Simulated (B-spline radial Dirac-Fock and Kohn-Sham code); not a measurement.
Magnetic form factor of the 4f shell of Ta²⁶⁺

System: Ta²⁶⁺, configuration 1s2 2s2 2p6 3s2 3p6 3d10 4s2 4p6 4d10 4f1.

Level of theory: relativistic Hartree-Fock (Dirac-Fock) wave functions, averaged over the configuration; a radial finite-basis atomic code. ⟨j_K⟩ is the integral of the 4f radial density with the spherical Bessel function j_K(4πsr), s = sin θ/λ.

Hund's rules give S = 1/2, L = 3, J = 5/2 for 4f1, so g = 0.857, and the dipole approximation is F = ⟨j0⟩ + C₂⟨j2⟩ with C₂ = (2 − g)/g = 1.333.

```csv
s (Å⁻¹),⟨j0⟩,⟨j2⟩,⟨j4⟩,⟨j6⟩,F (dipole)
0,1.0000,0.0000,0.0000,0.0000,1.0000
0.1,0.9830,0.0068,0.0000,0.0000,0.9920
0.12,0.9756,0.0097,0.0000,0.0000,0.9885
0.14,0.9669,0.0132,0.0001,0.0000,0.9844
0.17,0.9515,0.0192,0.0001,0.0000,0.9771
0.21,0.9270,0.0288,0.0003,0.0000,0.9653
0.25,0.8980,0.0399,0.0007,0.0000,0.9512
0.3,0.8564,0.0556,0.0013,0.0000,0.9305
0.36,0.7998,0.0764,0.0027,0.0001,0.9016
0.43,0.7267,0.1022,0.0051,0.0002,0.8629
0.52,0.6260,0.1354,0.0099,0.0005,0.8065
0.62,0.5119,0.1692,0.0178,0.0012,0.7374
0.75,0.3710,0.2034,0.0317,0.0031,0.6422
0.9,0.2315,0.2250,0.0513,0.0071,0.5315
1.08,0.1066,0.2255,0.0759,0.0151,0.4073
1.29,0.0176,0.2000,0.0996,0.0279,0.2842
1.55,-0.0302,0.1504,0.1146,0.0455,0.1704
```

Radial moments of the shell: ⟨r²⟩ = 0.2332, ⟨r⁴⟩ = 0.08871, ⟨r⁶⟩ = 0.05022 in powers of bohr.

Values without a named source are computed, but for edge energies of neutral atoms, which are taken from tables.
